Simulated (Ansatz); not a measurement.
`O[CH]1[SiH2][GeH2]1` and `F[CH]1[SiH2][GeH2]1` differ in one atom or group.

Ansatz, PBE0-D4/def2-TZVP geometries, multiplicity 1. Each molecule was computed in one conformer, which needn't be the lowest.

Scalar relativity is left out up to krypton.

| property | `O[CH]1[SiH2][GeH2]1` |
| --- | --- |
| HOMO energy (ωB97M-V/def2-TZVPP) / eV | -8.39 |
| HOMO energy (B3LYP/def2-TZVPP) / eV | -6.16 |
| LUMO energy (B3LYP/def2-TZVPP) / eV | -0.57 |
| size of the dipole moment (B3LYP/def2-TZVPP) / D | 1.24 |
| HOMO energy (PBE0/def2-TZVPP) / eV | -6.35 |
| size of the dipole moment (PBE/def2-TZVPP) / D | 1.24 |

What does the change do to each property? (An estimate is asked.)

The calculation gave: 
```json
{"property": "HOMO energy (ωB97M-V/def2-TZVPP) / eV", "`F[CH]1[SiH2][GeH2]1`": "-8.91", "shift": "-0.52"}
{"property": "HOMO energy (B3LYP/def2-TZVPP) / eV", "`F[CH]1[SiH2][GeH2]1`": "-6.70", "shift": "-0.54"}
{"property": "LUMO energy (B3LYP/def2-TZVPP) / eV", "`F[CH]1[SiH2][GeH2]1`": "-0.80", "shift": "-0.23"}
{"property": "size of the dipole moment (B3LYP/def2-TZVPP) / D", "`F[CH]1[SiH2][GeH2]1`": "1.63", "shift": "0.39"}
{"property": "HOMO energy (PBE0/def2-TZVPP) / eV", "`F[CH]1[SiH2][GeH2]1`": "-6.89", "shift": "-0.54"}
{"property": "size of the dipole moment (PBE/def2-TZVPP) / D", "`F[CH]1[SiH2][GeH2]1`": "1.40", "shift": "0.16"}
```

With PBE0 the HOMO falls by 0.54 eV and the LUMO falls by 0.23 eV, so the gap widens by about 0.31 eV. PBE moves the HOMO by -0.56 eV and ωB97M-V by -0.52 eV. Dipoles are sizes alone; their direction can turn.

B3LYP here is the variant with VWN-RPA as its local correlation; programs differ in this.
